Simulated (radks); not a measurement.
All-electron atom: Os0.625+ in [Xe] 4f14 5d(3/2: 4, 5/2: 1.375) 6s2 (fractional occupations, a model configuration). All-electron calculation, Dirac Kohn-Sham, LDA (Slater exchange, Perdew-Wang correlation), spin-unpolarised, spherical densities, point nucleus. Program: a radial shooting solver on a logarithmic mesh with Libxc functionals.

Unscreened Slater integrals over Kohn-Sham orbitals (eV). Large and small components are both included.

integral           value
F0(6s1/2,6s1/2)   8.7878
F0(6s1/2,5d5/2)   10.238
G2(6s1/2,5d5/2)   2.8420
F0(6s1/2,5d3/2)   10.327
G2(6s1/2,5d3/2)   2.6439
F0(6s1/2,5p3/2)   10.926
G1(6s1/2,5p3/2)  0.88406
F0(5d5/2,5d5/2)   13.925
F2(5d5/2,5d5/2)   7.0771
F4(5d5/2,5d5/2)   4.6273
F0(5d5/2,5d3/2)   14.191
F2(5d5/2,5d3/2)   7.2155
G2(5d5/2,5d3/2)   7.2070
G4(5d5/2,5d3/2)   4.7170
F0(5d5/2,5p3/2)   16.277
F2(5d5/2,5p3/2)   7.8021
G1(5d5/2,5p3/2)   9.2729
G3(5d5/2,5p3/2)   5.6959
F0(5d3/2,5d3/2)   14.473
F2(5d3/2,5d3/2)   7.3756
F0(5d3/2,5p3/2)   16.711
F2(5d3/2,5p3/2)   8.1600
G1(5d3/2,5p3/2)   9.8827
G3(5d3/2,5p3/2)   6.0721
F0(5p3/2,5p3/2)   20.450
F2(5p3/2,5p3/2)   10.995
